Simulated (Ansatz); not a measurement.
Ideal-gas functions of CH5AlOS, SMILES `C[S][AlH][OH]` at 298.15 K and 1 bar, from an Ansatz frequency run at PBE0-D4/def2-TZVP.

Molar mass 92.1 g/mol, point group Cs (symmetry number 1), electronic degeneracy 1, moments of inertia 38.252, 226.774, 261.841 u Å². Harmonic wavenumbers (cm⁻¹, unscaled): 75, 114, 137, 227, 334, 489, 492, 597, 676, 724, 871, 975, 984, 1353, 1469, 1479, 1965, 3064, 3152, 3163, 3968.

Use S(trans) = R[1.5 ln M + 2.5 ln T − 1.1517]; rotational temperatures θ = 24.2544 K / I; S(rot) = R[ln(√π/σ · √(T³/θAθBθC)) + 1.5]; for each mode x = 1.438777 ν̃/T, S = R[x/(eˣ − 1) − ln(1 − e⁻ˣ)] and H = RT x/(eˣ − 1); 1 cm⁻¹ = 0.0119627 kJ/mol; R = 8.31446 J/(mol·K).

Problem. By hand: the entropy, in J/(mol·K).

Solution. Translation 165.3. Rotation: θ = 0.6341, 0.107, 0.0926 K, giving 109.4. Vibration, mode by mode: 16.81, 13.39, 11.90, 7.96, 5.19, 2.87, 2.84, 1.90, 1.41, 1.17, 0.66, 0.43, 0.42, 0.09, 0.06, 0.05, 0.01, 0.00, 0.00, 0.00, 0.00, in all 67.2. Electronic 0.0. Sum 341.9 J/(mol·K).

Problem. By hand: H − E and G − E in kJ/mol, counted from the electronic energy.

Solution. Zero-point energy ½ × 26308 × 0.0119627 = 157.4; thermal vibration 10.7; translation, rotation and pV give 4 RT = 9.9. H − E = 178.0 kJ/mol, and G − E = 178.0 − 298.15 × 341.9/1000 = 76.1 kJ/mol.

Vibration gives 20 % of the entropy, 42.1 J/(mol·K) of it from the modes under 150 cm⁻¹: soft modes count most, and the harmonic formula is weakest for them. The sum counts one conformer and one mirror image; others add a mixing term.
